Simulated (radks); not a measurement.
Effect of the nuclear size on the vanadium ion V19+, [He] 2s2. All-electron calculation, Dirac Kohn-Sham, PBE, spin-unpolarised, spherical densities, finite nucleus; Fermi nuclear charge, rms radius 3.6002 fm. Program: a radial shooting solver on a logarithmic mesh with Libxc functionals. The rms radius is varied about that value; shifts are against it.

rms radius (fm)  total energy shift (eV)  density at nucleus (e/bohr^3)  1s1/2 shift (meV)  2s1/2 shift (meV)  2p1/2 (empty) shift (meV)  3s1/2 (empty) shift (meV)
3.1754                           -0.0135                      1.011e+04              -5.65             -0.623                      0.064                     -0.171
3.2906                          -0.00999                      1.009e+04              -4.18             -0.461                      0.047                     -0.127
3.6002                                 0                      1.006e+04              0.000              0.000                      0.000                      0.000
3.7334                           0.00457                      1.005e+04               1.91              0.211                     -0.022                      0.058
4.475                             0.0329                           9991               13.8               1.52                     -0.155                      0.417

Slopes of the eigenvalues against <r^2> in GHz/fm^2, as finite differences over the two radii next to the reference (eigenvalue slopes, not the field-shift constants of lines): 1s1/2 474, 2s1/2 52.3, 2p1/2 (empty) -5.34, 3s1/2 (empty) 14.3.
